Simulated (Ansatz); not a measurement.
Molecule: sum formula BHF, charge 0, multiplicity 2. It need not be the lowest isomer of its formula. SMILES: [BH]F
Geometry: optimised at B3LYP-D3(BJ)/def2-TZVP (Ansatz, a quantum-chemistry and plane-wave program).

Quantity: vertical ionisation energy (to the singlet state of charge +1; each state is the SCF solution reached for its spin), in eV. Valence correlation only, unless marked. UHF or UKS for open shells. No spin-orbit coupling. No relativistic terms. CBS(X,Y): correlation extrapolated as X^-3; Hartree-Fock from the larger set.

```
level                                 program  vertical ionisation energy (eV)
------------------------------------  -------  -------------------------------
PBE/def2-TZVPD                         Ansatz                                …
BHLYP/def2-TZVPD                       Ansatz                             9.38
wB97M-V/def2-TZVPD                     Ansatz                             9.05
SCS-MP2/def2-SVPD                      Ansatz                             9.03
SCS-MP2/def2-TZVPPD                    Ansatz                             9.05
CCSD(T)/CBS(aug-cc-pVTZ,aug-cc-pVQZ)   Ansatz                                …
```

Q: Fill in the missing entries.

A: 
- PBE/def2-TZVPD, vertical ionisation energy (eV): 9.20
- CCSD(T)/CBS(aug-cc-pVTZ,aug-cc-pVQZ), vertical ionisation energy (eV): 9.18
